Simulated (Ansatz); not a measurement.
Abridged output of a molecular run in Ansatz:

```
Functional definition: HF
1574 factors; integrals over basis functions are off by at most 9.4e-4 eV
mean field evaluation 1: about -60155.9812 eV, gradient 3.4e1 eV
mean field evaluation 2: about -60156.1664 eV, gradient 3.4e1 eV
mean field evaluation 4: about -60159.3247 eV, gradient 4.4e0 eV
mean field evaluation 8: about -60159.3816 eV, gradient 2.3e-1 eV
mean field -60159.38185918 eV, -2210.8165058312 hartree, gradient 2.0e-6 eV, S^2 0.000000; 0 other end points of the search recorded, 0 dependent functions left out
12 core orbitals not correlated: weight in the atoms' cores, before any rotation towards them, 1.000 or more for the frozen orbitals, at most 0.000 for the correlated occupied ones
reference -60159.38185918 eV, -2210.8165058312 hartree; 18, 18 occupied and 237, 237 virtual orbitals, 1574 factors
second order -22.75734981 eV of doubles, -0.00000000 eV of singles
cycle   1  -23.18017373 eV  change   -4.2e-1 eV  update   1.0e-1
cycle   2  -23.84386552 eV  change   -6.6e-1 eV  update   2.9e-2
cycle   3  -23.93031982 eV  change   -8.6e-2 eV  update   1.3e-2
cycle   4  -23.92376708 eV  change    6.6e-3 eV  update   2.9e-3
cycle   5  -23.92376102 eV  change    6.1e-6 eV  update   1.1e-3
cycle   6  -23.92360783 eV  change    1.5e-4 eV  update   3.1e-4
cycle   7  -23.92347086 eV  change    1.4e-4 eV  update   1.1e-4
cycle   8  -23.92346056 eV  change    1.0e-5 eV  update   3.7e-5
perturbative correction -0.88733144 eV, -0.0326088289 hartree
Total energy: -60184.19265117 eV, -2211.7282856196 hartree
```

Its atoms:

```xyz
13

C     0.402   -1.992    0.297
N     0.617   -0.562    0.249
C    -0.518    0.166   -0.275
Ge   -0.141    2.093   -0.328
H     0.305   -2.380   -0.720
H    -0.504   -2.286    0.853
H     1.263   -2.481    0.757
H     0.856   -0.219    1.170
H    -0.703   -0.158   -1.304
H    -1.457   -0.009    0.280
H     0.955    2.403   -1.358
H     0.343    2.547    1.064
H    -1.417    2.876   -0.685
```

Problem. Which basis set was used?
A. def2-SVP
B. def2-SVPD
C. cc-pV(Q+d)Z
D. def2-TZVPP

Solution. D. It gives 267 functions.

Problem. Write the keys of the input that set method, charge and spin (a neutral closed shell needs none for the last two).

Solution. 
```yaml
correlation: {method: ccsd_t}
```
